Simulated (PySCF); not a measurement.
# Stretching GeAs⁺

Set-up: PySCF, no relativity, basis sets Ge def2-TZVPPD, As def2-TZVPPD. Energies in eV from Ge⁺ + As in their ground configurations at the same level. State: ³Σ⁻ (triplet), unpaired electrons π ↑↑.

```
R (Å)    PBE0   ωB97X
2.074  -1.790  -1.967
2.171  -2.334  -2.480
2.267  -2.630  -2.743
2.340  -2.732  -2.821
2.412  -2.758  -2.822
2.484  -2.725  -2.765
2.581  -2.615  -2.625
2.701  -2.406  -2.382
2.846  -2.095  -2.043
3.039  -1.655  -1.589
```

Task: Put a parabola through the three lowest points of the PBE0 curve and estimate Re, k and ωe (reduced mass 37.21 u; 1 eV/Å² = 0.16022 mdyn/Å; ωe = 1302.8·√(k/μ) cm⁻¹).

Result: Through R = 2.34, 2.412, 2.484 Å the second-order coefficient is 5.69 eV/Å², so Re ≈ 2.408 Å, k ≈ 1.82 mdyn/Å and ωe ≈ 288 cm⁻¹. A polynomial fit of higher order to the unrounded PBE0 energies gives Re = 2.405 Å, k = 1.83 mdyn/Å, ωe = 289 cm⁻¹; anharmonicity and rounding make the difference.

The higher-order fit for each curve: PBE0: Re = 2.405 Å, ωe = 289 cm⁻¹, De = 2.76 eV; ωB97X: Re = 2.376 Å, ωe = 304 cm⁻¹, De = 2.83 eV.

Spin–orbit coupling is left out. For an ion De counts to the pair picked by the measured ionisation energies or electron affinities, which need not be the lowest pair at this level. The state was picked by a PBE0 search and need not be the measured ground state.
